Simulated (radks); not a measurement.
Charge is removed step by step from the 1s down level of neutral neon, starting from 1s(up 1, down 1) 2s2 2p6. Calculated with a radial shooting solver on a logarithmic mesh with Libxc functionals: scalar-relativistic Kohn-Sham, PBE, spin-polarised, spherical densities, point nucleus.

| removed (e) | E - E(0) (eV) | eigenvalue (eV) | E minus straight line (eV) |
|---|---|---|---|
| 0 | 0.000 | -830.80 | 0.000 |
| 0.1 | 83.492 | -839.10 | -3.398 |
| 0.2 | 167.81 | -847.31 | -5.971 |
| 0.3 | 252.94 | -855.39 | -7.729 |
| 0.4 | 338.88 | -863.30 | -8.687 |
| 0.5 | 425.59 | -870.96 | -8.866 |
| 0.6 | 513.05 | -878.26 | -8.296 |
| 0.7 | 601.21 | -885.02 | -7.020 |
| 0.8 | 690.02 | -890.93 | -5.107 |
| 0.9 | 779.34 | -895.21 | -2.674 |
| 1 | 868.91 | -894.54 | 0.000 |

Removing the whole electron costs 868.91 eV by Delta-SCF, against 830.80 eV from minus the eigenvalue at the starting occupation. Slater's transition state (half an electron removed) gives 870.96 eV. Integrating minus the eigenvalue over the occupation (Janak's theorem) gives 868.92 eV. In this scalar-relativistic scheme the density is built from large components alone, so the theorem holds only approximately. The mean slope of the eigenvalue, de/dn, is 63.7 eV per electron.
